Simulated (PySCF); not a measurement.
(Z)-1,2-dichloro-1-fluoroprop-1-ene (C₃H₃Cl₂F), SMILES C/C(Cl)=C(\F)Cl.

Geometry: TPSSh-D3(BJ)/def2-SVP.

These are TDA-PBE/def2-SVPD in PySCF values and carry that method's errors.

Vertical excitations. Isolated molecule, no solvent. State labels are in the subgroup Cs.

### Question
Estimate the UV-visible absorptions. (An estimate is asked for; the answer gives what the named calculation found.)

### Answer

| state | symmetry | energy (eV) | λ (nm) | f | main pairs |
|---|---|---|---|---|---|
| S1 | A" | 5.15 | 241 | 0.000 | HOMO→LUMO+1 99 % |
| S2 | A" | 5.86 | 212 | 0.004 | HOMO→LUMO+2 89 % |
| S3 | A" | 6.17 | 201 | 0.005 | HOMO→LUMO+3 89 % |
| S4 | A" | 6.41 | 193 | 0.000 | HOMO−1→LUMO 100 % |
| S5 | A' | 6.47 | 192 | 0.397 | HOMO→LUMO 77 % |
| S6 | A' | 6.82 | 182 | 0.010 | HOMO−1→LUMO+1 96 % |
| S7 | A" | 7.04 | 176 | 0.000 | HOMO→LUMO+4 98 % |
| S8 | A" | 7.16 | 173 | 0.012 | HOMO→LUMO+5 98 % |
| S9 | A" | 7.21 | 172 | 0.001 | HOMO−3→LUMO 98 % |
| S10 | A' | 7.39 | 168 | 0.008 | HOMO−1→LUMO+2 65 %, HOMO−3→LUMO+1 19 %, HOMO−2→LUMO 10 % |
| T1 | A' | 3.95 | 314 | 0 | HOMO→LUMO 98 % |
| T2 | A" | 4.70 | 264 | 0 | HOMO→LUMO+1 100 % |
| T3 | A" | 5.49 | 226 | 0 | HOMO→LUMO+2 96 % |
| T4 | A" | 5.95 | 209 | 0 | HOMO→LUMO+3 96 % |
Triplets are in the Tamm–Dancoff approximation.
